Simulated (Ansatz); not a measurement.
Two members of one family (Oligo(thiazole), dithiol), computed with Ansatz in the gas phase. Binding counts from free atoms in the multiplicity of their measured ground term, without zero-point energy. The structures are stationary points that may keep the symmetry of their start.

First: Sc1cnc(-c2cnc(-c3cnc(-c4cnc(S)s4)s3)s2)s1 (singlet, charge 0, PBE-D4/def2-SVP geometry).

```xyz
28

S    -1.7335   -0.8474    8.2635
C    -1.5063   -0.5324    6.5480
C    -2.1221    0.3864    5.7026
N    -1.7108    0.3720    4.4062
C    -0.7796   -0.5353    4.1931
C    -0.1468   -0.7891    2.9257
C     0.8432   -1.7113    2.5729
N     1.2398   -1.7094    1.2778
C     0.5820   -0.7955    0.5784
C     0.7972   -0.5672   -0.8287
C     1.6962   -1.2419   -1.6595
N     1.7231   -0.8516   -2.9576
C     0.8622    0.1263   -3.1908
C     0.6668    0.7449   -4.4751
C    -0.1872    1.7674   -4.8770
N    -0.1282    2.1296   -6.1890
C     0.7649    1.4034   -6.8290
S     1.1392    1.5638   -8.5389
S     1.6086    0.2052   -5.8527
S    -0.0605    0.6327   -1.7645
S    -0.5944    0.1355    1.5143
S    -0.3416   -1.4658    5.6457
H    -2.7043    0.0978    8.4159
H    -2.8982    1.0950    6.0297
H     1.2982   -2.4173    3.2842
H     2.3506   -2.0444   -1.2932
H    -0.8879    2.2824   -4.2022
H     0.2295    2.5660   -8.6995
```

```tsv
level	HOMO (eV)	LUMO (eV)	gap (eV)	binding per atom (eV)
PBE-D4/def2-SVP	-4.99	-3.19	1.80	5.23
PBE0-D4/def2-SVP	-5.87	-2.70	3.17	5.02
```

Second: Sc1cnc(-c2cnc(-c3cnc(-c4cnc(-c5cnc(-c6cnc(S)s6)s5)s4)s3)s2)s1 (singlet, charge 0, PBE-D4/def2-SVP geometry).

| atom | x (Å) | y (Å) | z (Å) |
| --- | --- | --- | --- |
| S1 | 9.480 | -5.519 | 4.042 |
| C2 | 8.522 | -5.040 | 2.645 |
| C3 | 8.817 | -5.327 | 1.314 |
| N4 | 7.936 | -4.856 | 0.392 |
| C5 | 6.939 | -4.199 | 0.950 |
| C6 | 5.856 | -3.590 | 0.216 |
| C7 | 5.681 | -3.591 | -1.172 |
| N8 | 4.584 | -2.954 | -1.642 |
| C9 | 3.865 | -2.432 | -0.660 |
| C10 | 2.644 | -1.696 | -0.865 |
| C11 | 2.037 | -1.419 | -2.096 |
| N12 | 0.886 | -0.707 | -2.049 |
| C13 | 0.549 | -0.402 | -0.805 |
| C14 | -0.623 | 0.348 | -0.444 |
| C15 | -1.106 | 0.740 | 0.808 |
| N16 | -2.258 | 1.452 | 0.814 |
| C17 | -2.712 | 1.637 | -0.421 |
| C18 | -3.919 | 2.357 | -0.728 |
| C19 | -4.524 | 2.635 | -1.956 |
| N20 | -5.676 | 3.348 | -1.914 |
| C21 | -6.006 | 3.648 | -0.664 |
| C22 | -7.183 | 4.400 | -0.310 |
| C23 | -7.674 | 4.801 | 0.929 |
| N24 | -8.835 | 5.514 | 0.922 |
| C25 | -9.267 | 5.682 | -0.311 |
| S26 | -10.732 | 6.551 | -0.743 |
| S27 | -8.263 | 4.968 | -1.570 |
| S28 | -4.880 | 3.048 | 0.558 |
| S29 | -1.708 | 0.922 | -1.687 |
| S30 | 1.684 | -1.006 | 0.418 |
| S31 | 4.538 | -2.718 | 0.956 |
| S32 | 7.042 | -4.123 | 2.725 |
| H33 | 8.672 | -4.950 | 4.980 |
| H34 | 9.701 | -5.897 | 0.993 |
| H35 | 6.390 | -4.082 | -1.853 |
| H36 | 2.461 | -1.755 | -3.051 |
| H37 | -0.603 | 0.503 | 1.758 |
| H38 | -4.116 | 2.310 | -2.925 |
| H39 | -7.181 | 4.572 | 1.886 |
| H40 | -11.018 | 6.829 | 0.561 |

Problem. Estimate the same table for the second.

Solution. 
```csv
level,HOMO (eV),LUMO (eV),gap (eV),binding per atom (eV)
PBE-D4/def2-SVP,-5.01,-3.46,1.54,5.37
PBE0-D4/def2-SVP,-5.84,-3.02,2.82,5.15
```
